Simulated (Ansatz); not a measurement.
Calculated with Ansatz (gas phase, PBE0-D4/def2-TZVP geometries, no zero-point term in ΔE). CCSD(T)/CBS adds triple-zeta CCSD(T) − MP2 to the extrapolated MP2 energy (def2 sets, frozen cores). For Br outer-core shells are correlated without core-valence functions, which leaves a few kJ/mol of doubt a bond. Scalar relativity is left out up to krypton. One conformer a species, not always the lowest.

Consider the redistribution: `N=[CH][Al]([SH])[Cl]` + `FC1(Br)C[SiH2]1` → `[SH][Al]([Cl])[Br]` + `N=CC1(F)C[SiH2]1`.

```
               species  CCSD(T)/CBS(def2) energy (Eh)
`N=[CH][Al]([SH])[Cl]`                    -1194.21792
     `FC1(Br)C[SiH2]1`                    -3040.63759
  `[SH][Al]([Cl])[Br]`                    -3673.67780
    `N=CC1(F)C[SiH2]1`                     -561.26253
```

(1) Work out ΔE.

Largest T1 diagnostic among the species: 0.013.

Answers

(1) ΔE = (-3673.67780) + (-561.26253) − (-1194.21792) − (-3040.63759) = -0.08482 Eh = -222.7 kJ/mol.

From PBE to PBE0 (25 % exact exchange), in def2-TZVPP and without D4, ΔE moves by −13.4 kJ/mol. In def2-TZVPP, CCSD(T) changes the Hartree–Fock value by +22.6 kJ/mol (the triples alone add +3.8 kJ/mol) and MP2 by +16.8 kJ/mol.
